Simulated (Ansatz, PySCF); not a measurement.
This PySCF input computes a BLYP/def2-TZVPD energy:

```python
from pyscf import gto, scf, dft

mol = gto.M(
    atom='''
    Si    0.01422753    0.01856213    0.44427836
    F     0.06490164    0.08467479    2.02666233
    Br    1.93531639   -0.78217367   -0.26289341
    Br   -1.64579476   -1.30450894   -0.12638887
    Br   -0.31190163    2.05748424   -0.30957080
    ''',
    basis='def2-tzvpd',
    charge=0,
    spin=0,
    verbose=4,
)

mf = dft.RKS(mol, xc='blyp').density_fit(auxbasis='def2-universal-jkfit')
mf.grids.level = 3
mf.conv_tol = 1e-9
mf.max_cycle = 100
mf.max_memory = 1500
mf.kernel()
if not mf.converged:
    mf = mf.newton()
    mf.kernel(mf.make_rdm1())
mf.analyze()
```

Write an input for the same energy in Ansatz (a first-principles code) and say what it gives.


Ansatz 0.2 input:
```yaml
crystal:
  periodic: [false, false, false]
  atoms:
    - {symbol: Si, position_ang: [0.01422753, 0.01856213, 0.44427836]}
    - {symbol: F, position_ang: [0.06490164, 0.08467479, 2.02666233]}
    - {symbol: Br, position_ang: [1.93531639, -0.78217367, -0.26289341]}
    - {symbol: Br, position_ang: [-1.64579476, -1.30450894, -0.12638887]}
    - {symbol: Br, position_ang: [-0.31190163, 2.05748424, -0.30957080]}
basis:
  gaussian:
    orbitals: def2-TZVPD
hamiltonian:
  xc: {name: BLYP}
output: {forces: true}
```
It gives -8112.13885 Eh, and PySCF -8112.13893 Eh, a difference of 0.08 mEh, from the treatment of integrals and grids.
